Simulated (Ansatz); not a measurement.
C3H10Si2 can be A, `[SiH3]C1C[SiH2]C1`, or B, `C[SiH2]/C=C/[SiH3]`.

Computed with Ansatz on PBE0-D4/def2-TZVP structures; ΔE is electronic, products minus reactants. CCSD(T)/CBS adds triple-zeta CCSD(T) − MP2 to the extrapolated MP2 energy (def2 sets, frozen cores). Functionals use def2-TZVPP. B3LYP here is the variant with VWN-RPA as its local correlation; programs differ in this. One conformer a species, not always the lowest.

A:

Z-matrix (Å, degrees):
```
C
C 1 1.565
Si 1 2.394 2 51.9
Si 1 1.877 2 112.2 3 103.5
C 1 1.565 2 101.4 3 -16.4
H 1 1.095 2 112.1 3 -136.2
H 2 1.093 1 111.6 3 112.9
H 2 1.091 1 116.5 3 -122.6
H 3 1.490 1 137.6 2 -79.7
H 3 1.488 1 114.4 2 100.3
H 4 1.490 1 109.7 2 -56.6
H 4 1.489 1 110.6 2 62.9
H 4 1.489 1 110.6 2 -176.1
H 5 1.093 1 111.6 2 -96.5
H 5 1.091 1 116.5 2 139.0
```

B:

```xyz
15

C     0.3133   -1.7720    2.1175
Si   -0.5277   -1.5302    0.4638
C     0.2082   -0.0901   -0.4683
C    -0.4814    1.0023   -0.8161
Si    0.2604    2.4444   -1.7330
H     0.2009   -0.8836    2.7430
H     1.3813   -1.9624    1.9863
H    -0.1172   -2.6231    2.6505
H    -0.3786   -2.7725   -0.3472
H    -1.9799   -1.2530    0.6458
H     1.2651   -0.1362   -0.7389
H    -1.5384    1.0508   -0.5488
H    -0.4432    2.6684   -3.0255
H     1.6966    2.1617   -1.9942
H     0.1406    3.6954   -0.9349
```

Task: Which is lower in electronic energy at CCSD(T)/CBS, and by how much? (An estimate is asked.)

Result: Computed: B, by 6.1 kcal/mol.

Task: Give E(B) − E(A) in kcal/mol with CCSD(T)/def2-TZVPP, BLYP-D4, HF/def2-TZVPP, B3LYP-D4, MP2/def2-TZVPP, CCSD(T)/def2-SVP, PBE0-D4. (Estimate.)

Result: The calculation gave: CCSD(T)/def2-TZVPP -6.2, BLYP-D4 -10.5, HF/def2-TZVPP -13.5, B3LYP-D4 -8.7, MP2/def2-TZVPP -3.8, CCSD(T)/def2-SVP -5.3, PBE0-D4 -2.4. None reverses the order clearly.

Task: Does the order hold for the free energy at 298.15 K (harmonic terms from PBE0-D4)? (Estimate.)

Result: Computed: Yes: G(B) − G(A) = -9.1 kcal/mol, for one conformer each.

Largest T1 diagnostic: 0.011.

At CCSD(T), def2-SVP lies +0.8 kcal/mol from the extrapolated value and def2-TZVPP −0.1 kcal/mol. In def2-TZVPP, CCSD(T) changes the Hartree–Fock value by +7.3 kcal/mol (the triples alone add +0.3 kcal/mol) and MP2 by +9.7 kcal/mol.
